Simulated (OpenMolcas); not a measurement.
**Levels of Co+ by method**

```json
{
  "Program": "OpenMolcas",
  "Basis": "ANO-RCC-VQZP [7s6p4d3f2g1h]",
  "Scalar Hamiltonian": "DKH2, point nucleus",
  "Active space": "8 electrons in 5 orbitals (3d)",
  "State averaging": "2S+1 = 3 even, 10 roots; 2S+1 = 1 even, 15 roots",
  "Spin-orbit coupling": "state interaction with AMFI integrals over the reference wave functions, term energies averaged over their components"
}
```

Methods on the same reference wave functions:
A. CASSCF
B. SS-CASPT2, IPEA 0.25 Eh, imaginary shift 0.1 Eh (closed shells correlated: 3s 3p)

Energies in eV above 3d8 3F4, the measured ground level; measured values from NIST Handbook of Basic Atomic Spectroscopic Data.

```csv
Level,A,B,Measured
3d8 3F4,0.0000,0.0000,0.0000
3d8 3F3,0.1192,0.1194,0.1178
3d8 3F2,0.2025,0.2005,0.1980
3d8 1D2,1.7962,1.320,
3d8 3P2,2.1804,1.723,
3d8 3P1,2.2195,1.763,
3d8 3P0,2.2443,1.787,
3d8 1G4,2.7880,2.345,
3d8 1S0,6.7271,5.318,
```

Deviations, from unrounded energies. A percentage is the sum of absolute deviations over the sum of measured energies, with the sign that they share, or ± where signs differ.

| Against measurement | Levels | A | B |
| --- | --- | --- | --- |
| mean absolute deviation (cm-1) | 2 | 24 | 17 |
| fine structure of the ground term (%) | 2 | +1.9 | +1.3 |

B lies closest to measurement on these levels. The largest miss of B in the table is 3d8 3F2, by +20 cm-1. The ranking rests on the paired levels alone, and a cruder setting can come out closer through cancelling errors.

From A to B the spin-free energies of the other terms of 3d8 shown, above 3F, scale by factors of 0.72 to 0.84, as is usual when dynamic correlation screens the repulsion within a d or f shell.

The lowest spin-free term lies below A's lowest term by 0.732 hartree in B.

CASPT2 does not keep the components of a term degenerate, so their means are used; among the terms shown or strongly mixed into the levels shown the widest spread is 1200 cm-1 (3d8 3F, B). Without dynamic correlation excited terms often stand tens of per cent too high (terms of higher spin than the ground term too low), and those without a measured partner can miss by more than the paired ones (holds for A). Measured partners are found by configuration, term and J. A level has none where our copy of the source lacks it or the pairing is in doubt (some pairs that miss far off the trend of their configuration count as doubtful), and it then counts in no deviation. Only configurations of the active space appear.
